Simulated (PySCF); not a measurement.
C₃H₉FOSi, SMILES CCOC[SiH2]F.

Coordinates come from a PBE0-D3(BJ)/def2-SVP optimisation. The structure was generated by enumeration, and PubChem lists no compound with its InChIKey, so it may never have been made. Other conformers were not sampled.

Computed with PySCF with TDA-PBE/def2-SVPD.

Vertical excitations. 

Computed lowest excited states:
| state | energy (eV) | λ (nm) | f | main pairs |
|---|---|---|---|---|
| S1 | 5.21 | 238 | 0.006 | HOMO→LUMO 99 % |
| S2 | 5.79 | 214 | 0.027 | HOMO→LUMO+1 99 % |
| S3 | 6.22 | 199 | 0.023 | HOMO→LUMO+2 99 % |
| S4 | 6.55 | 189 | 0.044 | HOMO→LUMO+3 99 % |
| S5 | 6.86 | 181 | 0.013 | HOMO→LUMO+4 95 % |
| S6 | 7.11 | 174 | 0.013 | HOMO→LUMO+5 52 %, HOMO−1→LUMO 41 % |
| T1 | 4.91 | 252 | 0 | HOMO→LUMO 100 % |
| T2 | 5.66 | 219 | 0 | HOMO→LUMO+1 99 % |
Triplets are in the Tamm–Dancoff approximation.
